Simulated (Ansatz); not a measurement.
The first iterations of a band of AlFH6N2O (11 atoms, charge 0, multiplicity 1).

Theory: Ansatz, RKS r2SCANh-D4/def2-SVP.

```json
{
  "movable images": "9",
  "climbing image": "yes",
  "spring": "5.0 eV/Å²",
  "optimiser": "quadratic models (default)",
  "start path": "through a guess of the saddle point",
  "force threshold": "0.05 eV/Å",
  "iteration limit": "60",
  "end points": "relaxed"
}
```

Initial state:

```xyz
11
Properties=species:S:1:pos:R:3
Al -0.167 0.058 0.090
F -0.138 -0.885 1.486
N 1.495 0.394 -0.605
H 2.267 -0.223 -0.369
H 1.620 0.669 -1.575
N -1.593 0.057 -0.965
H -2.551 -0.055 -0.657
H -1.562 0.047 -1.977
O 0.080 1.770 1.089
H 0.984 1.758 0.666
H 0.208 1.574 2.028
```

Final state:

```xyz
11
Properties=species:S:1:pos:R:3
Al -0.166 0.060 0.087
F -0.135 -0.887 1.479
N 1.497 0.403 -0.606
H 1.623 0.683 -1.574
H 2.264 -0.225 -0.377
N -1.595 0.049 -0.965
H -1.567 0.102 -1.975
H -2.548 -0.106 -0.662
O 0.079 1.767 1.096
H 0.983 1.758 0.674
H 0.206 1.561 2.033
```

| iteration | highest image above the first end (eV) | largest band force component (eV/Å) |
| --- | --- | --- |
| 1 | 28.625 | 71.335 |
| 2 | 6.090 | 17.253 |
| 3 | 2.766 | 8.382 |
| 4 | 1.048 | 2.375 |
| 5 | 0.870 | 1.777 |
| 6 | 0.780 | 1.355 |
| 7 | 0.635 | 1.068 |
| 8 | 0.521 | 1.667 |
| 9 | 0.373 | 0.651 |

Does the band converge within its limit, and where does its top end?

The run converged. It ended after 27 iterations with the highest image 0.187 eV above the first end. The profile has 2 maxima (images 2, 7) with wells between them (image 5): this band takes more than one step, which may be the mechanism or a detour left from its start path. A vibrational analysis at the climbing image gives one clearly imaginary mode, 263i cm⁻¹: a first-order saddle point.

The run took 7.9 min on 4 threads of Arm Neoverse V2, with other jobs on the host, peak memory 0.25 GiB.
